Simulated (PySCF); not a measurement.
## `N#C[C@@H]1CC[C@]2(F)C[C@H]12` in a uniform electric field

Compound: C7H8FN.
Geometry (GFN2-xTB, Å), atoms numbered from 1 in this order:
```
atom  x, y, z in Å
N1    -2.077   -2.271   -1.374
C2    -1.617   -1.537   -0.628
C3    -1.011   -0.609    0.295
C4    -1.038    0.840   -0.251
C5     0.220    1.522    0.300
C6     1.200    0.387    0.497
F7     2.226    0.636    1.361
C8     1.413   -0.597   -0.604
C9     0.462   -0.916    0.524
H10   -1.548   -0.672    1.248
H11   -1.012    0.822   -1.341
H12   -1.947    1.360    0.049
H13    0.601    2.289   -0.374
H14    0.029    1.982    1.272
H15    1.029   -0.383   -1.589
H16    2.351   -1.131   -0.605
H17    0.712   -1.710    1.211
```

Level: PBE0/def2-SVPD (PySCF); nuclei fixed, core orbitals frozen in the response. Permanent dipole (0.556, 2.485, 1.371) D (1 au = 2.5417 D). Static polarisability (au):

```
x   80.67  7.07  5.58
y    7.07 82.00  8.00
z    5.58  8.00 71.72
```

Only the terms in μ and α are kept: μ(F) = μ + αF and ΔE = −μ·F − ½ F·αF.

Problem. What do fields of 0.514 V/Å (0.01 au) along the six axis directions do?

Solution. 
| field along | induced x (D) | induced y (D) | induced z (D) | total size (D) | −μ·F (kJ/mol) | −½F·αF (kJ/mol) |
| --- | --- | --- | --- | --- | --- | --- |
| +x | 2.050 | 0.180 | 0.142 | 4.023 | -5.743 | -10.590 |
| −x | -2.050 | -0.180 | -0.142 | 3.010 | +5.743 | -10.590 |
| +y | 0.180 | 2.084 | 0.203 | 4.889 | -25.669 | -10.765 |
| −y | -0.180 | -2.084 | -0.203 | 1.291 | +25.669 | -10.765 |
| +z | 0.142 | 0.203 | 1.823 | 4.233 | -14.162 | -9.415 |
| −z | -0.142 | -0.203 | -1.823 | 2.363 | +14.162 | -9.415 |

Problem. For the field (0.0020, 0.0070, 0.0040) au, what is the induced dipole, and what angle does it make with the field?

Solution. αF = (0.593, 1.576, 0.900) D, at 4.1° to the field. The polarisability along this direction, F·αF/F², is 90.19 au, against a mean of 78.13 au.

Problem. At what field along the permanent dipole would the induced dipole along it equal the permanent one, in this linear picture?

Solution. The polarisability along the dipole is 89.51 au, so F = 1.1378 au / 89.51 au = 0.0127 au = 0.65 V/Å; higher-order terms are ignored.

Problem. What field makes μF equal to kT at 100 K?

Solution. kT = 0.3167 × 10⁻³ Eh, so F = 0.000278 au = 1.43 MV/cm.

Problem. Induction energy −ᾱe²/2R⁴ of a unit charge at 6 Å, the molecule taken as a point?

Solution. R = 11.34 bohr, so the energy is −78.1/(2 × 11.34⁴) Eh = -6.21 kJ/mol. The charge–dipole term at its most favourable orientation, −μe/R², is -23.2 kJ/mol.

The structure is a single GFN2-xTB conformer in the gas phase; no vibrational or solvent corrections.

These values come from a run that also computed excited states. The run took 91 s of wall time on one thread of an Arm Neoverse N1, shared host, and the process peaked at 1.0 GiB of memory.
